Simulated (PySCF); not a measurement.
# Computed properties of B(Cl)(H)(OSiH3) (BClH4OSi), SMILES O(BCl)[SiH3]

BClH4OSi, SMILES [SiH3]OBCl. Geometry optimised at r2SCAN-D4/def2-SVP. The values are those of a single conformer. All values are computed for the isolated molecule unless a solvent is named; none is compared with measurement here.

**Structure.** The optimised structure has Cs symmetry. All 18 harmonic modes at r2SCAN-D4/def2-SVP (PySCF) are real, so it is a minimum. With heavy atoms numbered as in [BH:1]([Cl:2])[O:4][SiH3:5], the shortest bond between them is B1–O4 at 1.339 Å and the longest B1–Cl2 at 1.782 Å.

**Vibrations.** The strongest infrared lines (harmonic, unscaled, degenerate partners summed) lie at 1383 cm⁻¹ (550 km/mol, B 54 %, O 42 %), 961 cm⁻¹ (329 km/mol, H 90 %, Si 9 %), 2663 cm⁻¹ (150 km/mol, H 91 %, B 9 %). The softest mode is at 108 cm⁻¹ and the zero-point energy is 27.8 kcal/mol.

**Electronic structure.** r2SCAN/def2-TZVP (PySCF) places the frontier levels at -7.99 and -1.29 eV, a gap of 6.70 eV, and gives a dipole moment of 1.22 D and a mean polarisability of 54.2 bohr³.

**Excitations.** TDA-ωB97X/def2-SVPD (PySCF) has S1 at 7.15 eV (173 nm, f = 0.005, weak); the most intense of the 10 singlets computed lies at 9.25 eV (f = 0.16). T1 (TDA) is at 6.65 eV, 0.50 eV under S1. No vertical singlet excitation falls in the visible range (under 3.1 eV).

**NMR.** GIAO shifts at PBE0/pcSseg-1 (PySCF) (non-relativistic, atoms alike by connectivity averaged): ¹H from 5.3 to 5.6 ppm against TMS; ²⁹Si at -31.1 ppm against TMS; ¹¹B at 26.5 ppm against BF3. Without spin–orbit terms, shifts of atoms bonded to Cl or Br come out too high.
